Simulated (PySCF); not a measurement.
C₅H₅F₃O₂S.
Numbering: `[CH2:1]=[CH:2]/[CH:3]=[CH:4]\[S:5](=[O:6])(=[O:7])[C:8]([F:9])([F:10])[F:11]` (hydrogens: H12, H13 on C1; H14 on C2; H15 on C3; H16 on C4)

Computed with TDDFT CAM-B3LYP/def2-SVPD, vertical, gas phase, core orbitals frozen in the response in PySCF. One conformer (not necessarily the lowest) at the PBE0-D3(BJ)/def2-SVP geometry, without solvent, vibrations or thermal averaging. Torsions of this conformer, `[CH2:1]=[CH:2]/[CH:3]=[CH:4]\[S:5](=[O:6])(=[O:7])[C:8]([F:9])([F:10])[F:11]`: C1–C2–C3–C4 179°, C3–C4–S5–O6 162°, C4–S5–C8–F9 -173°.

Computed states:

```
state  E (eV)       f
   S1    5.37   0.672
   S2    5.69  0.0038
   S3    6.29  0.0027
   S4    6.91  0.0022
   S5    6.99  0.0053
   S6    7.32  0.0011
   S7    7.33   0.039
   S8    7.47   0.039
   S9    7.76   0.027
  S10    7.94   0.038
```

Each state is given a Gaussian of 0.5 eV full width at half maximum, with ε(max) = 2.175×10⁸ f / Δν̃ (Δν̃ the width in cm⁻¹). The width is an assumption, not a result. The curve ends short of the highest state used, and states not computed would add to its high-energy end.

Task: What does the envelope look like, and where are its maxima?

Result: 
```tsv
E (eV)	ε (L mol⁻¹ cm⁻¹)
4.62	68
4.72	321
4.81	1081
4.90	3039
5.00	7762
5.09	14936
5.19	25038
5.28	32981
5.37	36314
5.47	32766
5.56	24749
5.65	15665
5.75	7686
5.84	3397
5.94	1162
6.03	427
6.12	206
6.22	162
6.31	156
6.41	142
6.50	131
6.59	147
6.69	225
6.78	372
6.87	615
6.97	1057
7.06	1673
7.16	2602
7.25	3508
7.34	4230
```

Maxima: 231 nm (5.37 eV), ε about 36000, made up of S1 (100%) (ε in L mol⁻¹ cm⁻¹; maxima over ε = 5, shares over 10%). At its high-energy end, 7.34 eV, the curve is still rising (ε about 4200, from S7 and S8).

Task: On this curve, what absorbance would a 10⁻⁴ mol/L sample give at 266 nm over a 1 cm path?

Result: 266 nm is 4.661 eV, where ε is about 130 L mol⁻¹ cm⁻¹, so A = ε c l ≈ 0.013 (Beer–Lambert, with the gas-phase spectrum and the assumed width).

Task: What would ε be at 5.37 eV, the highest of these maxima, with half the width (0.25 eV)?

Result: About 72500 L mol⁻¹ cm⁻¹ against 36300, a factor of about 2.00; a lone state at its own centre would give exactly 2.

Time: 71 s wall, 2.6 min CPU (grids of density and orbitals included); peak memory 1.8 GiB. Hardware: 2 threads, AMD EPYC 7B13 (x86_64), no GPU, shared host with 128 logical CPUs at a one-minute load of 50.
